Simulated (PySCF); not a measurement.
**K: excitation energy**

K [Ar] 4s1 (2S) → K [Ar] 3d1 (2D), as a difference of total energies. Calculation: PySCF 2.14, in x2c-QZVPPall with one added diffuse shell each of s, p, d, f type (12s8p5d4f, 89 functions); the spin-free X2C one-electron Hamiltonian (Gaussian nucleus). Correlated levels: valence and next inner shell: [Ne] frozen. The calculations carry no spin-orbit coupling.

```json
{"method": "UHF", "excitation energy (eV)": "2.462"}
{"method": "MP2 (valence and next inner shell)", "excitation energy (eV)": "2.679"}
{"method": "SCS-MP2 (valence and next inner shell)", "excitation energy (eV)": "2.637"}
{"method": "CCSD (valence and next inner shell)", "excitation energy (eV)": "2.670"}
{"method": "CCSD(T) (valence and next inner shell)", "excitation energy (eV)": "2.687"}
```

Problem. How much does correlation contribute at CCSD(T) (valence and next inner shell)?

Solution. 2.687 − (2.462) = 0.225 eV, measured against UHF.

Errors of the correlated levels include the incompleteness of this basis and the frozen core.

For comparison: 2.670 eV (measured; NIST levels, between the centres of gravity of the two terms).
